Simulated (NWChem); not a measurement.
All runs are NWChem calculations. System: Mg (+1), charge 1, spin multiplicity 2. Its SCF solution wasn't tested for a lower state. Level: ROCCSD(T)/def2-TZVP, 5 core orbitals frozen.

The NWChem input:

```
start mol
memory heap 100 mb stack 700 mb global 1900 mb
charge 1
geometry units angstroms nocenter noautoz
  Mg     0.000000     0.000000     0.000000
  symmetry group D2h
end
basis spherical
  * library def2-tzvp
end
scf
  rohf
  nopen 1
  maxiter 100
  thresh 1e-7
  semidirect memsize 60000000 filesize 0
  # guess.movecs holds the orbitals of an unrestricted PBE0 run
  vectors input guess.movecs output mol.movecs
end
tce
  freeze core 5
  ccsd(t)
  2eorb
  2emet 13
  thresh 1e-6
  maxiter 100
  tilesize 24
end
task tce energy
```

NWChem printed:

```
             Northwest Computational Chemistry Package (NWChem) 7.3.0
             --------------------------------------------------------

                                NWChem Input Module
                                -------------------

 Scaling coordinates for geometry "geometry" by  1.889725989
 (inverse scale =  0.529177249)

                             Geometry "geometry" -> ""
                             -------------------------

 Output coordinates in angstroms (scale by  1.889725989 to convert to a.u.)

  No.       Tag          Charge          X              Y              Z
 ---- ---------------- ---------- -------------- -------------- --------------
    1 Mg                  12.0000     0.00000000     0.00000000     0.00000000

 Effective nuclear repulsion energy (a.u.)       0.0000000000

            Nuclear Dipole moment (a.u.)
            ----------------------------
        X                 Y               Z
 ---------------- ---------------- ----------------
     0.0000000000     0.0000000000     0.0000000000

      Symmetry information
      --------------------

 Group name             D2h
 Group number             26
 Group order               8
 No. of unique centers     1

      Symmetry unique atoms

     1


 Summary of "ao basis" -> "" (spherical)
 ------------------------------------------------------------------------------
       Tag                 Description            Shells   Functions and Types
 ---------------- ------------------------------  ------  ---------------------
 *                         def2-tzvp                  on all atoms

 Summary of "ao basis" -> "ao basis" (spherical)
 ------------------------------------------------------------------------------
       Tag                 Description            Shells   Functions and Types
 ---------------- ------------------------------  ------  ---------------------
 Mg                        def2-tzvp                12       32   5s4p3d

                                 NWChem SCF Module
                                 -----------------

  ao basis        = "ao basis"
[...]
     2   1 1 0      0.000000      0.000000      0.000000
     2   1 0 1     -0.000000     -0.000000      0.000000
     2   0 2 0     -4.692095     -3.104914      0.000000
     2   0 1 1     -0.000000     -0.000000      0.000000
     2   0 0 2     -4.692095     -3.104914      0.000000

                   NWChem Extensible Many-Electron Theory Module
                   ---------------------------------------------


            General Information
            -------------------
      Number of processors :     1
         Wavefunction type : Restricted open-shell Hartree-Fock
          No. of electrons :    11
           Alpha electrons :     6
            Beta electrons :     5
           No. of orbitals :    64
            Alpha orbitals :    32
             Beta orbitals :    32
        Alpha frozen cores :     5
         Beta frozen cores :     5
     Alpha frozen virtuals :     0
      Beta frozen virtuals :     0
         Spin multiplicity : doublet
    Number of AO functions :    32
       Number of AO shells :    12
        Use of symmetry is : on
      Symmetry adaption is : on
         Schwarz screening : 0.10D-09

          Correlation Information
          -----------------------
          Calculation type : Coupled-cluster singles & doubles w/ perturbation
   Perturbative correction : (T)
            Max iterations :      100
        Residual threshold : 0.10D-05
     T(0) DIIS level shift : 0.00D+00
     L(0) DIIS level shift : 0.00D+00
     T(1) DIIS level shift : 0.00D+00
     L(1) DIIS level shift : 0.00D+00
     T(R) DIIS level shift : 0.00D+00
     T(I) DIIS level shift : 0.00D+00
   CC-T/L Amplitude update :  5-th order DIIS
                I/O scheme : Global Array Library
        L-threshold :  0.10D-05
        EOM-threshold :  0.10D-05
 no EOMCCSD initial starts read in
 TCE RESTART OPTIONS
 SLICE:      F
 D4D5:       F
 quantumc:   F
 qrotation:  F
 pwtce:      F
 qducc:      F
 nacto:                         0
 nrotv:                         0
 nrot:                          0

            Memory Information
            ------------------
          Available GA space size is     249034752 doubles
          Available MA space size is     104855380 doubles

 Maximum block size supplied by input
 Maximum block size        24 doubles

 tile_dim =      8

 -------------------------------------------------

 Global array virtual files algorithm will be used

 Parallel file system coherency ......... OK

 4-electron integrals stored in orbital form

 v2    file size   =            19190
 4-index algorithm nr.  13 is used
 imaxsize =       30
 imaxsize ichop =        0


CCSD iterations
 ---------------------------------------------------------
 Iter          Residuum       Correlation     Cpu    Wall
 ---------------------------------------------------------
    1   0.0000000000119  -0.0000000000000     0.0     0.0
 -----------------------------------------------------------------
 Iterations converged
 CCSD correlation energy / hartree =        -0.000000000000000
 CCSD total energy / hartree       =      -199.363607202935185

 Singles contributions

 Doubles contributions
 CCSD(T)
 Using plain CCSD(T) code
             total no. of tasks           11
 total no. of tasks / no. procs           11
                         wl_min           27           1.7
                         wl_max          512           2.8
        thresh for no. of tasks           11

 CCSD[T]  correction energy / hartree =         0.000000000000000
 CCSD[T] correlation energy / hartree =        -0.000000000000000
 CCSD[T] total energy / hartree       =      -199.363607202935185
 CCSD(T)  correction energy / hartree =         0.000000000000000
 CCSD(T) correlation energy / hartree =        -0.000000000000000
 CCSD(T) total energy / hartree       =      -199.363607202935185

 Task  times  cpu:        0.6s     wall:        0.6s

 Total times  cpu:        0.6s     wall:        0.6s
```
